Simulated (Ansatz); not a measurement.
Species: 2,2,2-trifluoroethanol, C$_{2}$H$_{3}$F$_{3}$O, net charge 0, singlet state. 
Geometry from a B3LYP-D3(BJ)/def2-TZVP (Ansatz, a program for electronic structure) optimisation:
```xyz
9

O     -1.9900    -0.0442     0.2811
C     -0.8259     0.7250     0.4424
C      0.4169    -0.0080    -0.0350
F      0.3021    -0.3471    -1.3409
F      1.5044     0.7780     0.0857
F      0.6476    -1.1369     0.6499
H     -2.1371    -0.2001    -0.6591
H     -0.7094     0.9253     1.5067
H     -0.8661     1.6794    -0.0933
```
Charge 0, spin multiplicity 1.

Wanted: atomisation energy (electronic, to ground-state atoms), in kcal/mol. Valence correlation only, unless marked. UHF or UKS for open shells. Spin-orbit coupling is left out. Non-relativistic. The coupled-cluster limit lacks core correlation, which all-electron functionals hold. CBS marks a two-point X^-3 extrapolation of the correlation energy; Hartree-Fock from the larger set. The bracket is a focal-point correction in the basis named.

| level | program | atomisation energy (kcal/mol) |
|---|---|---|
| PBE0/6-31G* | Ansatz | 858.8 |
| BHLYP/def2-TZVPD | Ansatz | 801.9 |
| r2SCANh/def2-TZVPD | Ansatz | 847.0 |
| B2GP-PLYP/def2-TZVPD | Ansatz | 839.8 |
| SCS-MP2/STO-3G | Ansatz | 698.8 |
| SCS-MP2/6-31G | Ansatz | 691.8 |
| CCSD/aug-cc-pVDZ | Ansatz | ___ |
| RI-MP2/CBS(cc-pVTZ,cc-pVQZ)+[CCSD(T)-MP2]/cc-pVTZ | Ansatz | ___ |

Some entries are withheld; supply them.


- CCSD/aug-cc-pVDZ, atomisation energy (kcal/mol): 784.1
- RI-MP2/CBS(cc-pVTZ,cc-pVQZ)+[CCSD(T)-MP2]/cc-pVTZ, atomisation energy (kcal/mol): 855.6
